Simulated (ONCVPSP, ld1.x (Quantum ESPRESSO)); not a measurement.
## Hardness and transferability of assorted potentials

Generated with ld1.x 7.5 (TM, RRKJ, ultrasoft, PAW), atompaw 4.2 or ONCVPSP 4.0.1. The cutoff is in Ry: for ld1.x and atompaw files where the sum of valence levels is converged to 10 mRy in a Bessel basis, for ONCV files where the hardest occupied wave has 1 mHa per electron of residual kinetic energy. The error is the largest all-electron minus pseudo excitation energy over each file’s own four to seven test configurations (ionisations up to +4, promotions, holes and added fractions of an electron), all of which were solved. The labels leave out finer settings (local radius, basis sizes, second energies), which also bear on the numbers. Spin-polarised tests are not counted. The rows are a selection from randomly drawn settings: files with unsolved tests, undetermined cutoffs or missed reference levels are left out.

A true bound ghost makes a file unfit for plane-wave use even where its test errors are small: the radial tests pick states by their node count and pass the ghost by.

```csv
element,potential,cutoff (Ry),largest error (meV),bound ghosts
Ge,"ONCV, PBE, scalar-relativistic, rc 1.80/1.85/1.50 (spd), local smoothed, core correction yes, reference 4s2 4p2, qcut 4/3.9/6, projectors 2/2/1",18,+79,d
Zr,"ONCV, PBE, scalar-relativistic, rc 2.00/2.05/2.25/2.30 (spdf), local smoothed, core correction no, reference 4s2 4p6 4d2 5s2, qcut 5.6/10.3/8/4.2, projectors 2/2/2/3",58,-181,none
Bi,"TM, PBE, scalar-relativistic, rc 2.05/2.00/1.95 (spd), local smoothed, core correction yes, reference 5d10 6s2 6p3",55,-27,none
```

(1) Fill in the row for Ru: ONCV, PBE, scalar-relativistic, rc 1.95/1.70/1.55 (spd), local smoothed, core correction no, reference 4s2 4p6 4d7.5 5s0.5, qcut 5.3/7.6/6.4, projectors 2/2/1.

(2) Fill in the row for Pb: ONCV, LDA (Perdew-Wang 92), fully relativistic, rc 1.35/1.65/1.35/1.75 (spdf), local smoothed, core correction yes, reference 5s2 5p6 5d10 6s2 6p2, qcut 7/7.4/6.9/6.5, projectors 3/2/2/2.

(3) Fill in the row for Mn: ONCV, PBE, scalar-relativistic, rc 2.30/1.45/1.65 (spd), local smoothed, core correction no, reference 3p6 3d5 4s1 4p1, qcut 2.3/9.6/7.7, projectors 2/2/1.

Answers

(1) cutoff 41 Ry, largest error -4.5 meV, bound ghosts: none.

(2) cutoff 131 Ry, largest error -5.7 meV, bound ghosts: f5/2.

(3) cutoff 60 Ry, largest error +7.8 meV, bound ghosts: s.
